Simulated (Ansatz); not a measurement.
Species: CH₃F₃Si, SMILES `FC(F)(F)[SiH3]` (charge 0, multiplicity 1), formula CH3F3Si.

Question: How many basis functions does frozen-core CCSD(T)/def2-TZVPP // B3LYP-D3(BJ)/def2-TZVP run with Ansatz (an electronic-structure program) use, how many core orbitals are frozen, and how many electrons are correlated?

Answer: 208 basis functions and 9 frozen orbitals, which leaves 32 correlated electrons. Core time is of the order of minutes.
